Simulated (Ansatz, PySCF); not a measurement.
H5GeMgN, singlet, geometry from GFN2-xTB (such geometries of metal compounds can be far from the true shape). Base run: CASSCF(4,4)/STO-3G (PySCF).

PySCF was given this input:
```python
from pyscf import gto, scf, mcscf
import numpy

mol = gto.Mole()
mol.atom = '''
    Mg    0.26617056    1.22102758   -0.53707774
    N    -0.81207045    2.12638915   -1.77237066
    H    -1.24698601    3.03328076   -1.64154849
    H    -0.70246454    2.03068423   -2.77718849
    Ge    0.13463109   -0.93078152    0.63743613
    H     0.84736679   -2.14739934    0.05188352
    H     0.54759678   -1.14166926    2.09106185
    H    -1.26326168   -1.52694284    0.72936278
'''
mol.basis = 'sto-3g'
mol.verbose = 4
mol.build()

mf = scf.RHF(mol)
mf.kernel()
mc = mcscf.CASSCF(mf, 4, 4)
mc.fix_spin_(ss=0.0)
mc.kernel()
occ = numpy.linalg.eigvalsh(mc.fcisolver.make_rdm1(mc.ci, mc.ncas, mc.nelecas))[::-1]
ss = mc.fcisolver.spin_square(mc.ci, mc.ncas, mc.nelecas)[0]
print('natural occupations', occ.round(4), ' <S^2>', round(ss, 4))
```

Programs used: Ansatz (a program for electronic structure), PySCF; a row that names a program was run with it.

The base run was repeated with changes; each row names its change, and settings that it needs were set with it.

```
change                                                ΔE vs base (mEh)                           natural occupations  <S^2> of the state
----------------------------------------------------  ----------------  --------------------------------------------  ------------------
base                                                             0.000                           1.99 1.97 0.03 0.01                0.00
code = ansatz                                                   -8.580                                             -                   -
conv_tol = 1e-5                                                  0.000                           1.99 1.97 0.03 0.01                0.00
active space = 8 electrons, 8 orbitals                         -19.799       2.00 1.99 1.98 1.97 0.03 0.02 0.01 0.00                0.00
active space = 6 electrons, 8 orbitals                          -5.176       2.00 1.98 1.97 0.03 0.01 0.00 0.00 0.00                0.00
active space = 8 electrons, 9 orbitals                         -36.484  1.99 1.98 1.97 1.97 0.03 0.03 0.03 0.01 0.00                0.00
start = MP2 natural orbitals                                    -8.255                           1.99 1.98 0.02 0.02                0.00
fix_spin_ = off                                                  0.000                           1.99 1.97 0.03 0.01                0.00
code = ansatz; correction = SC-NEVPT2, all electrons           -98.643                                             -                   -
state_average = 2 states                                        15.503                                             -                   -
correction = SC-NEVPT2                                         -94.637                           1.99 1.97 0.03 0.01                0.00
```

Active orbitals are taken around the Fermi level unless the row says otherwise; CASSCF can end in different local minima, and two programs can end on different orbitals. State-averaged rows give the lowest state.
